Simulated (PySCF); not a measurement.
## Spectroscopy problems

Calculated, not measured (PySCF 2.14.0 with density-fitted response routines): PBE0/pcSseg-1 with gauge-including orbitals, geometry: GFN2-xTB. No solvent model, one conformer, non-relativistic, equivalent nuclei averaged.

Chemical shifts δ = σref − σ; $^{1}$H (31.72 ppm), $^{13}$C (186.93 ppm) against TMS, all at this level. Splittings of carbon signals by F and P are missing where no couplings were computed. Where no couplings were computed, multiplicities follow the n + 1 count of equivalent neighbours, and m marks all less simple cases (inequivalent or close neighbours, rings, F or P nearby). Shifts are as computed. Against solution values, carbons near 30 ppm lie about +3 ppm off and those near 130 ppm about +5 ppm. Of 1211 compounds with measured shifts, 218 miss one by over three times the rms of a fit or turn the order of signals round; such compounds aren't used in these exercises.

(1) C5H13FSi2. $^{1}$H NMR (400 MHz, computed): δ 5.16 (m, 1H), 4.09 (m, 1H), 3.31 (d, 3H), 2.71 (m, 1H), 2.65 (m, 1H), 2.32 (m, 1H), 2.19 (m, 1H), 1.43 (m, 1H), 0.20 (d, 3H). $^{13}$C{$^{1}$H} NMR (computed): δ 88.6 (CH), 36.0 (CH2), 34.5 (CH2), 8.9 (CH), -5.7 (CH3). Identify the compound.

(2) C5H10O3. $^{1}$H NMR (600 MHz, computed): δ 6.25 (q, 1H), 3.56 (s, 3H), 2.14 (s, 3H), 1.35 (d, 3H). $^{13}$C{$^{1}$H} NMR (computed): δ 176.7 (C), 97.3 (CH), 59.1 (CH3), 23.4 (CH3), 23.4 (CH3). Give a structure.

Answers

(1) SMILES C1[C@H]([Si@@H](C)[SiH3])C[C@H]1F. Rings plus π bonds: 1 (1 ring in the answer). 5 carbon signals for 5 carbons: no two carbons are equivalent. Carbon types of the structure: 2 × CH, 2 × CH2, 1 × CH3, leaving 4 H on heteroatoms. δC 88.6: sp3 CH bonded to F; pulled downfield by the heteroatom. δC 36.0, 34.5: sp3 CH2 in a ring; saturated and bonded to C and H only. δC 8.9: sp3 CH bonded to Si; an electropositive neighbour leaves it electron-rich and shielded. δC -5.7: methyl carbon bonded to Si; an electropositive neighbour leaves it electron-rich and shielded.

The shifts were computed for this structure.

(2) SMILES [C@@H](OC)(C)OC(C)=O. The formula gives 1 degree of unsaturation (no ring in the answer). 5 carbon signals for 5 carbons: no two carbons are equivalent. Carbon types of the structure: 1 × C, 1 × CH, 3 × CH3, which accounts for all hydrogens. δC 176.7: ester carbonyl carbon; lone-pair donation from the attached heteroatom keeps it upfield of a ketone carbonyl. δC 97.3: sp3 carbon bearing two oxygens; 2 electronegative neighbours deshield it. δC 59.1: methyl carbon bonded to O; pulled downfield by the heteroatom. δC 23.4: methyl carbon; aliphatic region, no heteroatom directly attached.

The data come from this structure; uniqueness wasn't tested.
